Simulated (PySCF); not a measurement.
CH3ClSTe, SMILES CS[Te]Cl.

Geometry: B3LYP-D3(BJ)/def2-SVP. This is a generated structure with no PubChem entry under its InChIKey; it may be hypothetical. The def2 effective core potentials stand for the cores of Te; spin–orbit coupling is left out. One conformer was computed; it need not be the lowest.

Two levels are set side by side: PBE/def2-TZVP (PySCF) and HF/def2-TZVP (PySCF). Same geometry, gas phase. Differences are taken from unrounded values.

```csv
quantity,HF,PBE,PBE minus HF
orbital gap (eV),9.72,2.14,-7.58
highest occupied level (eV),-9.03,-5.47,3.56
lowest empty level (eV),0.69,-3.33,-4.02
dipole moment (D),2.92,2.65,-0.27
mean polarisability (bohr³),80.4,85.8,5.5
```

PBE's occupied levels lie high since its potential decays too fast outside the molecule; exact exchange lowers them and widens the gap. PBE's more diffuse valence density responds more strongly to a field. Differences between two approximate levels are no errors against the true value.

Rough cost on one machine, each run with all the roots and properties that it gave: HF against PBE about 1/2.
